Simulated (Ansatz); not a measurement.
Basis-set extrapolation for `CCOC(C)OC(C)=O` (PBE0-D4/def2-TZVP geometry, frozen core, the Gaussian-basis code of Ansatz). Multiplicity 1, RHF reference.

```
                      def2-TZVPP   def2-QZVPP
                 HF  -458.990304  -459.011383
    MP2 correlation    -1.717361    -1.838538
CCSD(T) correlation    -1.846910      not run
```

Energies in hartree. Use E(X) = E(∞) + A·exp(−7.88·√X) for Hartree–Fock and E(X) = E(∞) + B·X^(−2.97) for correlation, with X = 3 and 4, and add CCSD(T) minus MP2 of the smaller set to the MP2 limit.

Problem. What is the CCSD(T) energy at the basis-set limit?

Solution. HF limit: -459.011383 + (-0.021079) × 0.13774 = -459.01429. MP2 limit: -1.838538 + (-0.121177) × 0.74074 = -1.92830. Higher-order term: -1.846910 − (-1.717361) = -0.12955. Total: -461.07214 hartree, 6.39 eV below CCSD(T)/def2-TZVPP.
